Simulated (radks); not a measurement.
Values are calculated unless marked as measured or tabulated.
Charge is removed step by step from the 3p down level of neutral copper, starting from [Ne] 3s2 3p(up 3, down 3) 3d10 4s1. Code: a radial shooting solver on a logarithmic mesh with Libxc functionals. Model: non-relativistic Kohn-Sham, r2SCAN, spin-polarised, spherical densities, point nucleus; open shells are filled with parallel spins first; meta-GGA in the generalised Kohn-Sham scheme.

removed (e),E - E(0) (eV),eigenvalue (eV),E minus straight line (eV)
0,0.000,-73.284,0.000
0.1,7.390,-74.534,-0.638
0.2,14.909,-75.844,-1.149
0.3,22.561,-77.211,-1.525
0.4,30.353,-78.630,-1.762
0.5,38.289,-80.097,-1.855
0.6,46.374,-81.609,-1.798
0.7,54.612,-83.163,-1.589
0.8,63.008,-84.757,-1.221
0.9,71.565,-86.388,-0.693
1,80.286,-88.053,0.000

Removing the whole electron costs 80.286 eV by Delta-SCF, against 73.284 eV from minus the eigenvalue at the starting occupation. Slater's transition state (half an electron removed) gives 80.097 eV. Integrating minus the eigenvalue over the occupation (Janak's theorem) gives 80.286 eV. The mean slope of the eigenvalue, de/dn, is 14.8 eV per electron.
